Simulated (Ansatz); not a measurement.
One change: `NB(Br)Br` becomes `CB(N)Br`.

Ansatz, PBE0-D4/def2-TZVP geometries, multiplicity 1. Each molecule was computed in one conformer, which needn't be the lowest.

Scalar relativity is left out up to krypton.

| property | `NB(Br)Br` |
| --- | --- |
| HOMO energy (ωB97M-V/def2-TZVPP) / eV | -10.30 |
| HOMO–LUMO gap (B3LYP/def2-TZVPP) / eV | 7.47 |
| HOMO–LUMO gap (PBE/def2-TZVPP) / eV | 5.69 |
| LUMO energy (PBE/def2-TZVPP) / eV | -1.12 |
| LUMO energy (ωB97M-V/def2-TZVPP) / eV | 1.89 |
| ideal-gas entropy at 298 K and 1 bar (rigid rotor, harmonic PBE0-D4/def2-TZVP) / J/(mol·K) | 317 |

Task: What does the change do to each property? (Best estimate.)

Result: The calculation gave: 
```tsv
property	`CB(N)Br`	shift
HOMO energy (ωB97M-V/def2-TZVPP) / eV	-10.13	0.17
HOMO–LUMO gap (B3LYP/def2-TZVPP) / eV	7.92	0.45
HOMO–LUMO gap (PBE/def2-TZVPP) / eV	6.10	0.41
LUMO energy (PBE/def2-TZVPP) / eV	-0.48	0.64
LUMO energy (ωB97M-V/def2-TZVPP) / eV	1.93	0.04
ideal-gas entropy at 298 K and 1 bar (rigid rotor, harmonic PBE0-D4/def2-TZVP) / J/(mol·K)	318	1
```

With PBE0 the HOMO rises by 0.22 eV and the LUMO rises by 0.70 eV, so the gap widens by about 0.48 eV. PBE moves the HOMO by 0.23 eV and ωB97M-V by 0.17 eV. The zero-point energy changes by 94.9 kJ/mol with +9 modes.

B3LYP here is the variant with VWN-RPA as its local correlation; programs differ in this.

Spin–orbit coupling is left out; it splits and shifts lone-pair levels of the heavy atoms by tenths of an eV.
